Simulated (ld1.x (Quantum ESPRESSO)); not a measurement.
**Plane-wave convergence, ultrasoft potential for tungsten**

ld1.x (Quantum ESPRESSO) 7.5 input, shortened:

```
&input
   title='W', zed=74., rel=2, dft='PZ', iswitch=3,
   config='[Xe] 4f14 5d4 6s1.5 6p0', rel_dist='average'
 /
 &inputp
   pseudotype=3, tm=.true., lloc=-1, rcloc=1.85,
   nlcc=.false.
 /
6
6S  1  0   1.50   0.00  1.70  2.40  0.0
6S  1  0   0.00   1.15  1.70  2.40  0.0
6P  2  1   0.00   0.00  2.35  3.20  0.0
6P  2  1   0.00   1.10  2.35  3.20  0.0
5D  3  2   4.00   0.00  1.85  2.30  0.0
5D  3  2   0.00   0.70  1.85  2.30  0.0
 &test
   configts(1)='5d4 6s1.5 6p0'
 /
```

Open shells are filled in proportion to 2j + 1 (rel_dist='average').

The pseudo-atom Hamiltonian at the reference potential is diagonalised in spherical Bessel functions j_l(qr) that vanish at 20 bohr, with q² up to the cutoff. All-electron valence levels (Ry): 6s -0.6692, 6p1/2 -0.3395, 6p3/2 -0.2895, 5d3/2 -0.6375, 5d5/2 -0.5818.

How do the lowest levels (Ry) of each channel move with the cutoff, and are there ghosts?

| cutoff (Ry) | s #1 | s #2 | p1/2 #1 | p1/2 #2 | p3/2 #1 | d3/2 #1 | d5/2 #1 | f #1 | Σ f·Δε (mRy) |
| --- | --- | --- | --- | --- | --- | --- | --- | --- | --- |
| 8 | -1.2016 | -0.6690 | -0.3395 | -0.0469 | -0.2895 | -0.5025 | -0.4497 | 0.0319 | 533.6 |
| 10 | -1.6934 | -0.6690 | -0.3395 | -0.0469 | -0.2895 | -0.5694 | -0.5147 | 0.0319 | 270.5 |
| 15 | -2.4902 | -0.6691 | -0.3395 | -0.0469 | -0.2896 | -0.6269 | -0.5718 | 0.0318 | 41.4 |
| 18 | -2.8859 | -0.6691 | -0.3395 | -0.0469 | -0.2896 | -0.6362 | -0.5806 | 0.0318 | 5.4 |
| 21 | -3.0410 | -0.6692 | -0.3395 | -0.0469 | -0.2896 | -0.6372 | -0.5815 | 0.0318 | 1.5 |
| 25 | -3.1271 | -0.6692 | -0.3395 | -0.0469 | -0.2896 | -0.6373 | -0.5816 | 0.0318 | 1.2 |
| 35 | -3.1939 | -0.6692 | -0.3395 | -0.0469 | -0.2896 | -0.6375 | -0.5818 | 0.0318 | 0.2 |
| 40 | -3.1980 | -0.6692 | -0.3395 | -0.0469 | -0.2896 | -0.6375 | -0.5818 | 0.0318 | 0.2 |
| 400 | -3.2005 | -0.6692 | -0.3395 | -0.0469 | -0.2896 | -0.6376 | -0.5818 | 0.0318 | 0.0 |

Result: ghost state, extra bound levels that the all-electron valence spectrum of the same l lacks: s at -43.5 eV (a true bound ghost makes a file unfit for plane-wave use); 10 mRy is reached at 18 Ry and 1 mRy at 30 Ry.

1 of 7 tests not solved or not reliable.
